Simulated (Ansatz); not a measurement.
BeF$_{2}$, quintet, at a GFN2-xTB geometry of the parent state (such geometries of metal compounds can be far from the true shape) (a higher spin typed on purpose: for a closed-shell molecule this is an excited state); CAM-B3LYP/6-31G (Ansatz, a quantum-chemistry and plane-wave program).

Input for Ansatz:
Ansatz 0.2 input:
```yaml
crystal:
  periodic: [false, false, false]
  atoms:
    - {symbol: Be, position_ang: [-0.33931682, 0.41164761, -0.78551009]}
    - {symbol: F, position_ang: [1.03583286, -0.10883487, -0.24941508]}
    - {symbol: F, position_ang: [-0.88502539, -0.07411962, 0.59853068]}
basis:
  gaussian:
    orbitals: 6-31G
hamiltonian:
  xc: cam_b3lyp
magnetization: {spin_polarized: true, initial_magnetization: 4}
```

**Question.** Predict the main parts of the log of this Ansatz run.

**Answer.** 
```
Functional definition: CAM-B3LYP
277 factors; integrals over basis functions are off by at most 2.4e-4 eV
123 factors; integrals over basis functions are off by at most 3.4e-5 eV
mean field evaluation 1: about -5818.5295 eV, gradient 1.1e1 eV
mean field evaluation 2: about -5819.0266 eV, gradient 7.8e0 eV
mean field evaluation 4: about -5819.2159 eV, gradient 1.4e-1 eV
mean field evaluation 8: about -5819.4503 eV, gradient 2.6e-2 eV
mean field evaluation 16: about -5819.4504 eV, gradient 7.4e-5 eV
mean field evaluation 32: about -5820.3272 eV, gradient 3.7e-5 eV
mean field evaluation 64: about -5819.4504 eV, gradient 2.2e-4 eV
mean field -5820.32722767 eV, -213.8930804572 hartree, gradient 2.5e-6 eV, S^2 6.002107; 6 other end points of the search recorded, 0 dependent functions left out
reference -5820.32730721 eV, -213.8930833804 hartree; 13, 9 occupied and 14, 18 virtual orbitals, 277 factors
Total energy: -5820.32730721 eV, -213.8930833804 hartree
```
